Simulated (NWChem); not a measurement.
Species: fluoroethylene carbonate (C3H3FO3); SMILES C1(=O)OC[C@H](F)O1

```xyz
10

O     -0.6185    -2.1962     0.2271
C     -0.1825    -1.1153     0.0369
O      1.0645    -0.7030     0.3252
C      1.2619     0.6124    -0.1461
C     -0.1549     1.0942    -0.4348
F     -0.6297     1.8319     0.6013
O     -0.8748    -0.0858    -0.5352
H      1.7411     1.2233     0.6302
H      1.8884     0.5963    -1.0518
H     -0.2791     1.6791    -1.3577
```
Atoms are numbered in this order, from 1.

Computed with NWChem. All runs use the structure optimised with PBE0/def2-SVP. Level: M05-2X/def2-SVP with SMD (1 M gas to 1 M solution), gas-phase geometry.

Problem. Predict the results for solvent water. Quantities: solvation free energy (kcal/mol); cavity-dispersion-structure term (kcal/mol); dipole in solution (D).

Solution. 
```json
{
  "solvation free energy (kcal/mol)": "-8.2",
  "cavity-dispersion-structure term (kcal/mol)": "5.1",
  "dipole in solution (D)": "6.45"
}
```
